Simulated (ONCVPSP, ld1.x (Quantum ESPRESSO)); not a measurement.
**Potentials for manganese compared**

Generated with ld1.x 7.5 (TM, RRKJ, ultrasoft, PAW), atompaw 4.2 or ONCVPSP 4.0.1. The cutoff is in Ry: for ld1.x and atompaw files where the sum of valence levels is converged to 10 mRy in a Bessel basis, for ONCV files where the hardest occupied wave has 1 mHa per electron of residual kinetic energy. The error is the largest all-electron minus pseudo excitation energy over each file’s own four to seven test configurations (ionisations up to +4, promotions, holes and added fractions of an electron), all of which were solved. The labels leave out finer settings (local radius, basis sizes, second energies), which also bear on the numbers. Spin-polarised tests are not counted. The rows are a selection from randomly drawn settings: files with unsolved tests, undetermined cutoffs or missed reference levels are left out.

| potential | cutoff (Ry) | largest error (meV) | bound ghosts |
| --- | --- | --- | --- |
| ONCV, PBE, fully relativistic, rc 1.50/1.30/1.95 (spd), local smoothed, core correction yes, reference 3s2 3p6 3d5 4s1, qcut 7.5/10.5/9.3, projectors 2/2/2 | 63 | +97 | none |
| RRKJ, PBE, scalar-relativistic, rc 2.70/3.50/1.75 (spd), local smoothed, core correction no, reference 3d5 4s1.5 4p0.5 | 55 | +110 | none |
| ONCV, PBEsol, scalar-relativistic, rc 2.80/3.52/1.45 (spd), local smoothed, core correction no, reference 3d5 4s2, qcut 1.9/3.6/10.9, projectors 2/2/2 | 89 | -100 | none |
| ONCV, Wu-Cohen, scalar-relativistic, rc 1.25/1.30/1.70 (spd), local smoothed, core correction yes, reference 3s2 3p6 3d5 4s2, qcut 7.3/12.7/8.6, projectors 2/2/2 | 68 | -329 | none |
| ONCV, PBEsol, scalar-relativistic, rc 1.95/1.80/1.90 (spd), local smoothed, core correction yes, reference 3d5 4s1.5, qcut 2.7/5.1/8.2, projectors 2/1/1 | 54 | -75 | none |
| ONCV, PBE, scalar-relativistic, rc 1.60/1.00/1.70 (spd), local smoothed, core correction no, reference 3s2 3p6 3d5 4s2, qcut 7.6/8.5/9.6, projectors 2/2/1 | 68 | +337 | none |
| ONCV, PBE, scalar-relativistic, rc 2.55/2.60/2.00 (spd), local smoothed, core correction yes, reference 3d5 4s0.5, qcut 2.9/3.2/7.4, projectors 2/2/2 | 46 | +12 | none |

Problem. Fill in the row for Mn: ONCV, LDA (Perdew-Wang 92), scalar-relativistic, rc 1.50/1.90/1.15 (spd), local smoothed, core correction yes, reference 3s2 3p6 3d5 4s1.75 4p0.25, qcut 6.3/7/12, projectors 2/3/2.

Solution. cutoff 121 Ry, largest error -0.7 meV, bound ghosts: none.
